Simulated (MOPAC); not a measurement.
Job for MOPAC: AM1 on GaAs, 2S+1 = 3, a point of a bond scan (R = 2.354 Å).

```
AM1 1SCF PRECISE CHARGE=0 UHF MS=1 THREADS=1
AsGa

Ga    -0.00000000 1    -0.00000000 1    -1.21392672 1
As     0.00000000 1     0.00000000 1     1.14035540 1
```

It printed:

```
*******************************************************************************
 **                                                                           **
 **                              MOPAC v23.2.5                                **
 **                                                                           **
 *******************************************************************************
 ** MOPAC's Digital Object Identifier: https://doi.org/10.5281/zenodo.6511958 **
 **                                                                           **
 ** Please cite the open-source release paper for use of this MOPAC version:  **
 ** J. E. Moussa and J. J. P. Stewart (2026)                                  **
 ** MOPAC: An open-source semiempirical molecular orbital program             **
 ** J. Open Source Softw., 11(119), 8025, https://doi.org/10.21105/joss.08025 **
 *******************************************************************************

                              AM1 CALCULATION RESULTS

 *******************************************************************************
 *  AM1        - The AM1 Hamiltonian to be used
 *  UHF        - UNRESTRICTED HARTREE-FOCK CALCULATION
 *
 *
 *
 *                 CHARGE ON SYSTEM = 0
 *
 *
 *
 *  MS=        - IN MECI, MAGNETIC COMPONENT OF SPIN =  1.0
 *  PRECISE    - TIGHTER CRITERIA TO BE USED
 *  1SCF       - DO 1 SCF AND THEN STOP
 *  THREADS=1  - MULTI-THREADING NOT USED
 *  T=         - A TIME OF 172800.0 SECONDS REQUESTED
 *  DUMP=N     - RESTART FILE WRITTEN EVERY 7200.0 SECONDS REQUESTED
 *******************************************************************************
AM1 1SCF PRECISE CHARGE=0 UHF MS=1 THREADS=1
 AsGa

   ATOM   CHEMICAL          X               Y               Z
  NUMBER   SYMBOL      (ANGSTROMS)     (ANGSTROMS)     (ANGSTROMS)

     1      Ga         -0.00000000  *  -0.00000000  *  -1.21392672  *
     2      As          0.00000000  *   0.00000000  *   1.14035540  *



          CARTESIAN COORDINATES

    NO.       ATOM           X           Y           Z

     1        Ga         -0.0000     -0.0000     -1.2139
     2        As          0.0000      0.0000      1.1404

 Ga: (AM1): J. J. P. STEWART, J. MOL. MOD., 10, 155-164 (2004)
 As: (AM1): J. J. P. STEWART, J. MOL. MOD., 10, 155-164 (2004)

           Empirical Formula: Ga As  =     2 atoms



      MOLECULAR POINT GROUP   :   C*v


          UHF CALCULATION, NO. OF ALPHA ELECTRONS =    5
                           NO. OF BETA  ELECTRONS =    3

 -------------------------------------------------------------------------------
 AM1 1SCF PRECISE CHARGE=0 UHF MS=1 THREADS=1
 AsGa



     1SCF WAS SPECIFIED, SO BFGS WAS NOT USED
     SCF FIELD WAS ACHIEVED


                              AM1 CALCULATION
                                                       MOPAC v23.2.5 Linux




          FINAL HEAT OF FORMATION =         57.85243 KCAL/MOL =     242.05457 KJ/MOL


          COSMO AREA              =         92.89 SQUARE ANGSTROMS
          COSMO VOLUME            =         78.18 CUBIC ANGSTROMS

          IONIZATION POTENTIAL    =          8.365581 EV
          ALPHA SOMO LUMO (EV)    =         -8.366 -2.487
          BETA  SOMO LUMO (EV)    =        -10.474 -2.817
          NO. OF ALPHA ELECTRONS  =          5
          NO. OF BETA  ELECTRONS  =          3
          MOLECULAR WEIGHT        =        144.6566         POINT GROUP:  C*v

          MOLECULAR DIMENSIONS (Angstroms)

            Atom       Atom       Distance
           As     2   Ga     1     2.35428
           As     2   Ga     1     0.00000
           Ga     1   As     2     0.00000


          SCF CALCULATIONS        =          1





   ATOM   CHEMICAL          X               Y               Z
  NUMBER   SYMBOL      (ANGSTROMS)     (ANGSTROMS)     (ANGSTROMS)

     1      Ga         -0.00000000  *  -0.00000000  *  -1.21392672  *
     2      As          0.00000000  *   0.00000000  *   1.14035540  *

                             CARTESIAN COORDINATES

   1   Ga       -0.000000000    -0.000000000    -1.213926720
   2   As        0.000000000     0.000000000     1.140355400


           Empirical Formula: Ga As  =     2 atoms



      MOLECULAR POINT GROUP   :   C*v


          ALPHA EIGENVALUES
 -18.18117 -11.51152 -10.35794 -10.26727  -8.36558  -2.48724   0.10502   3.62144


           BETA EIGENVALUES
 -17.31575 -10.75368 -10.47418  -2.81723  -2.16998  -1.60603   0.30663   3.90838


              NET ATOMIC CHARGES AND DIPOLE CONTRIBUTIONS

  ATOM NO.   TYPE          CHARGE      No. of ELECS.   s-Pop       p-Pop
    1         Ga          -0.320084        3.3201     0.02931     3.29078
    2         As           0.320084        4.6799     1.97011     2.70980
 DIPOLE           X         Y         Z       TOTAL
 POINT-CHG.     0.000     0.000     3.620     3.620
 HYBRID        -0.000     0.000    -0.822     0.822
 SUM           -0.000     0.000     2.798     2.798


          ATOMIC ORBITAL ELECTRON POPULATIONS

     Atom    s        px        py        pz
    1 Ga   0.02931   1.67429   0.05232   1.56417
    2 As   1.97011   0.32571   0.94768   1.43641


                    (SZ)    =    1.000000
                    (S**2)  =    2.017135


          ATOMIC ORBITAL SPIN POPULATIONS

    Atom   Total    s     px     py     pz
         Atomic
    1 Ga  0.4109  0.005 -0.074  0.052  0.428
    2 As  1.5891  0.028  0.074  0.948  0.539

 **********************
 *                    *
 * JOB ENDED NORMALLY *
 *                    *
 **********************




 == MOPAC DONE ==
```

The run finished.

Cost: very roughly 0.020 core-seconds.
